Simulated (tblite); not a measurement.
Species: C4H7FO2Si (charge +1 and doublet state).
Numbering: `[CH2+:1][C:2]([F:3])[C:4](=[O:5])[CH2:6][SiH2:7][OH:8]` (hydrogens: H9, H10 on C1; H11, H12 on C6; H13, H14 on Si7; H15 on O8)

Computed geometry: GFN2-xTB, gas phase. This method treats the open shell by occupation alone, without spin polarisation.

**Question.** Give the optimised bond lengths and angles.

**Answer.** 
```
          bond  length (bohr)
         C1–C2          2.503
         C2–F3          2.515
         C2–C4          2.861
         C4=O5          2.257
         C4–C6          2.793
        C6–Si7          3.800
        Si7–O8          2.997
         C1–H9          2.042
        C1–H10          2.033
C6–H11, C6–H12          2.060
       Si7–H13          2.742
       Si7–H14          2.771
        O8–H15          1.809
```

Bonds in one row agree within 0.02 bohr and their mean is given. A selection of angles:
```
      angle  degrees
   C2–C1–H9    119.9
  C2–C1–H10    121.4
  H9–C1–H10    118.7
   C1–C2–F3    122.7
   C1–C2–C4    122.0
   F3–C2–C4    115.3
   C2–C4–O5    121.0
   C2–C4–C6    111.6
   O5–C4–C6    127.4
  C4–C6–Si7    104.7
  C4–C6–H11    112.4
 Si7–C6–H11    111.8
 Si7–C6–H12    110.0
 H11–C6–H12    107.5
  C6–Si7–O8    105.5
 C6–Si7–H13    105.4
 C6–Si7–H14     95.1
 O8–Si7–H13    117.7
 O8–Si7–H14    104.7
H13–Si7–H14    124.6
 Si7–O8–H15    135.0
```

Dihedral angles: C1–C2–C4–O5 -1° (synperiplanar); C2–C4–C6–Si7 -176° (antiperiplanar); C4–C6–Si7–O8 -65° (synclinal); H15–O8–Si7–C6 106° (anticlinal). The mirror-image conformer, all signs reversed, is as good.

C1 (carbon bonded to C and 2 H) is planar (angles 121.4°, 119.9° and 118.7°, sum 360.0°, 0.00 Å off the plane of its three neighbours). Of the pairs four or more bonds apart, F3···H11 is among the closest relative to their van der Waals radii: 2.50 Å, 94 % of the sum of Bondi's values. The 3 C–C bonds span 1.324 Å (C1–C2, drawn single) to 1.514 Å (C2–C4, drawn single in one of several resonance forms), a spread of 0.190 Å. Si7 (silicon bonded to C, O and 2 H) has angles from 95.1° to 124.6°. C2 (carbon bonded to 2 C and F) is planar (angles 122.7°, 122.0° and 115.3°, sum 360.0°, 0.00 Å off the plane of its three neighbours). C4 (carbon bonded to 2 C and O) is planar (angles 127.4°, 121.0° and 111.6°, sum 360.0°, 0.00 Å off the plane of its three neighbours).

Point group: C1 (no symmetry element, even within 0.4 Å). Its GFN2-xTB frequencies are all real (lowest 40 cm⁻¹). Torsions: H–C1–C2–F3 0° and 180°, C1–C2–C4–O5 -1°, C2–C4–C6–Si7 -176°, C4–C6–Si7–O8 -65°, C6–Si7–O8–H 106°. 3 starts were optimised and ended at 0.00, 0.03 and 0.85 kcal/mol (GFN2-xTB); the lowest of these is shown.

On an Arm Neoverse V2 with one thread, shared host, this took 0.57 s wall. That covers the optimisation of the geometry.
